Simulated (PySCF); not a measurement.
C4H3FSi, SMILES C#C[SiH](F)C#C.

Geometry optimised at ωB97X-D3(BJ)/def2-SVP. The structure was generated by enumeration, and PubChem lists no compound with its InChIKey, so it may never have been made.

All values below come from PBE/def2-TZVP (PySCF).

Symmetry labels are those of the subgroup Cs that the program uses (full group Cs).

Computed valence orbital energies around the gap with their symmetry:
| orbital | symmetry | energy (eV) |
|---|---|---|
| HOMO−7 | A" | -11.17 |
| HOMO−6 | A' | -10.72 |
| HOMO−5 | A" | -9.59 |
| HOMO−4 | A' | -8.97 |
| HOMO−3 | A' | -7.72 |
| HOMO−2 | A' | -7.46 |
| HOMO−1 | A" | -7.45 |
| HOMO | A" | -7.29 |
| LUMO | A' | -2.18 |
| LUMO+1 | A' | -1.59 |
| LUMO+2 | A" | -0.94 |
| LUMO+3 | A" | -0.52 |
